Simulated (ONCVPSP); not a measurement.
**oxygen: one change to an ONCV potential, before and after**

| Quantity | Value |
| --- | --- |
| Element | O (Z = 8) |
| Generator | ONCVPSP 4.0.1 |
| Type | optimised norm-conserving Vanderbilt (ONCV) |
| Functional | LDA (Perdew-Wang 92) |
| Relativity | non-relativistic |
| Frozen core | [He] |
| Valence charge | 6 |
| Reference configuration | 2s2 2p2.5 (charge +1.5) |
| Partial waves | 2s: rc 0.65 bohr, ncon 4, nbas 8, qcut 10.4 1/bohr, 2 projectors, debl 2.6 Ha; 2p: rc 1.80 bohr, ncon 4, nbas 7, qcut 7.6 1/bohr, 1 projector |
| Local potential | polynomial inside 0.60 bohr (lpopt 5, dvloc0 0 Ha) |
| Core correction | Teter function, fcfact 3.25, rcfact 1.35 |

Change: p: rc 1.7.

Cutoffs: the cutoffs (Ha) at which the residual kinetic energy of the hardest occupied pseudo-wave falls to 1 and 0.1 mHa per electron; they do not see the model core or the augmentation charge, which bear on the density cutoff. Errors are all-electron minus pseudo energies relative to the spin-unpolarised reference configuration.

**Question.** Predict the effect on cutoff, ghosts and configuration errors.

**Answer.** The potential gets neither clearly harder nor softer (43 Ha and 335 Ha → 43 Ha and 335 Ha); of the 4 tests that both files solve, the error grows in 0 and shrinks in 2 by more than 15 % and 0.3 meV (median size 112.5 → 93.1 meV); neither file shows a bound ghost.

| quantity | base | changed |
| --- | --- | --- |
| cutoff, loose | 43 Ha | 43 Ha |
| cutoff, tight | 335 Ha | 335 Ha |
| loose cutoff by channel | s 43 Ha, p 22 Ha | s 43 Ha, p 23 Ha |
| bound ghosts | none | none |
| GHOST(+) flags under 300 eV | none | none |
| error for 2s2 2p4, meV [ΔE -31.11 eV] | +166 | +136 |
| error for 2s2 2p3, meV [ΔE -14.51 eV] | +35 | +30 |
| error for 2s2 2p2, meV [ΔE 19.21 eV] | +59 | +50 |
| error for 2s2 2p0, meV [ΔE 150.14 eV] | +3129 | +2721 |
| s: phases at 0.66 bohr within 0.05 rad from the reference energy up to (Ha; the scan ends near 5) | to the end of the scan | to the end of the scan |
| rms error of d²Exc/dni dnj with the model core, mHa | 2.48 | 2.61 |
